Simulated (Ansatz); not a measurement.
One elementary step

Start structure (TiGeH8O4, closed shell), relaxed at PBE0-D4/def2-TZVP:

```tsv
atom	x (Å)	y (Å)	z (Å)
Ge1	-1.8553	-0.3453	1.2618
H2	1.3675	-1.4803	-0.5144
H3	0.3570	-1.1645	1.5275
O4	-0.0299	-0.3630	1.1659
Ti5	1.0218	0.1892	-0.7074
O6	1.7661	0.1891	-2.3292
O7	-0.7382	0.6698	-1.0301
O8	2.1027	1.2195	0.3137
H9	-2.4681	-1.1813	0.1399
H10	-2.2770	1.1183	1.2943
H11	-2.1027	-1.0237	2.6266
H12	2.0339	-0.4134	-3.0202
H13	-1.0192	0.9947	-1.8872
H14	1.8416	1.5907	1.1588
```

The step: TiGeH₈O₄ ([OH][TiH]([OH])([OH])[OH][GeH3]) → TiGeH₆O₄ ([OH][Ti]([OH])([OH])[O][GeH3]) + H₂; bonds formed: H2–H3; dative contacts that become bonds: O4–Ti5; bonds broken: H2–Ti5, H3–O4. Ansatz 0.2.0; basis: def2-TZVPP and def2-QZVPP; cores frozen in the correlated methods. Filled d shells of the heavier atoms are correlated. The def2 sets are not built for correlating such inner shells, so the correlated values are less sure here. Extrapolation: Hartree–Fock as exp(−7.88 √X), correlation as X^−2.97. Energies below are by CCSD(T) at an estimated basis limit (MP2 extrapolated from triple and quadruple zeta, plus CCSD(T) − MP2 in triple zeta).

What are the electronic barrier and the energy of the step, from the start structure to the end structure? (To be estimated.)

Computed: Barrier 0.493 eV; step energy -1.024 eV (downhill); reverse barrier, their difference, 1.517 eV. Barrier and step energy count from the start structure, the reverse barrier from the end structure.

The saddle point: One imaginary mode of 1109i cm⁻¹.
```json
{"pair": "H2–H3", "start (Å)": "2.30", "saddle (Å)": "1.03", "end (Å)": "0.75"}
{"pair": "O4–Ti5", "start (Å)": "2.22", "saddle (Å)": "2.02", "end (Å)": "1.78"}
{"pair": "H2–Ti5", "start (Å)": "1.72", "saddle (Å)": "1.90", "end (Å)": "4.08"}
{"pair": "H3–O4", "start (Å)": "0.96", "saddle (Å)": "1.21", "end (Å)": "2.65"}
```

Zero-point energy (harmonic, PBE0-D4): ZPE is 2.314 eV at the start and 2.207 eV at the saddle, so the barrier goes from 0.493 to 0.386 eV.

The T1 diagnostic stays at or below 0.022.

Labels in which every atom is bracketed show which atoms are joined, not bond orders.

For scale, one of the runs: CCSD(T)/def2-TZVPP, 348 basis functions, launched by `ansatz run in.yaml --threads 4 --pin off --events-out ev --progress --plain --max-ram 66560MiB --backend cuda --devices 0, --max-vram 37GiB`. Hardware: 4 CPU threads of an AMD EPYC 7R13 and a share of one NVIDIA H100, shared host. Wall time 24 s; peak host memory 0.87 GiB.
